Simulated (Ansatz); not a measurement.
Li₅Al₅⁺, relaxed as a doublet with UKS PBE0-D4/def2-SVP in Ansatz, starting from the GFN2-xTB geometry. Force threshold 0.02 eV/Å.

Another isomer (doublet) lies 0.43 eV lower at PBE0-D4/def2-TZVP; other spin states weren't run for this one.

Start:

Cartesian coordinates in Å:
```
Li -1.925 -3.662 0.517
Li 1.818 2.539 0.519
Li 0.661 2.498 -1.624
Li 2.173 0.087 0.849
Li 0.445 0.160 2.921
Al 0.675 -0.314 -1.460
Al -1.592 1.022 -1.994
Al 0.044 -1.715 0.866
Al -0.605 0.812 0.453
Al -1.693 -1.427 -1.046
```

| step | energy (eV) | largest force component (eV/Å) | SCF passes |
| --- | --- | --- | --- |
| 1 | -33974.5344 | 1.021 | 106 |
| 2 | -33975.1993 | 0.546 | 83 |
| 3 | -33975.6524 | 0.435 | 63 |
| 4 | -33975.9013 | 0.503 | 43 |
| 5 | -33976.0626 | 0.267 | 40 |
| 6 | -33976.1624 | 0.165 | 38 |
| 7 | -33976.2343 | 0.144 | 38 |
| 8 | -33976.3130 | 0.245 | 38 |
| 9 | -33976.4085 | 0.313 | 37 |
| 10 | -33976.5036 | 0.218 | 35 |
| 11 | -33976.5842 | 0.150 | 36 |
| 13 | -33976.7210 | 0.131 | 35 |
| 15 | -33976.8104 | 0.094 | 37 |
| 17 | -33976.8827 | 0.088 | 36 |
| 19 | -33976.9712 | 0.115 | 37 |
| 21 | -33977.0792 | 0.125 | 30 |
| 23 | -33977.1906 | 0.112 | 35 |
| 25 | -33977.2408 | 0.221 | 37 |
| 27 (rejected) | -33977.2405 | 0.164 | 30 |
| 29 | -33977.2556 | 0.081 | 25 |
| 31 | -33977.2566 | 0.024 | 25 |
| 33 | -33977.2568 | 0.010 | 33 |
| 34 | -33977.2569 | 0.006 | 30 |

Force components are those of the run's own axes.

End:

Cartesian coordinates in Å:
```
Li -1.567 -2.715 -1.182
Li 0.857 3.351 1.272
Li 0.652 1.771 -2.244
Li 2.658 -0.293 0.348
Li -0.207 0.023 2.925
Al 0.717 -0.912 -1.599
Al -1.606 0.164 -1.584
Al 0.306 -1.747 0.871
Al 0.197 1.007 0.374
Al -2.007 -0.649 0.819
```

Bonds lost: Li2–Li3, Li2–Li4, Li4–Li5, Al6–Al10 (atoms count from 1). Bonds formed: Li1–Al6, Li1–Al7, Li5–Al10 (atoms count from 1).

The force fell under the threshold at step 32, but the optimiser went on. No frequencies were taken in this run, so the end may be a saddle point.

It took 3 min on 4 threads of Arm Neoverse V2 on a shared host, peak host memory 0.68 GiB.
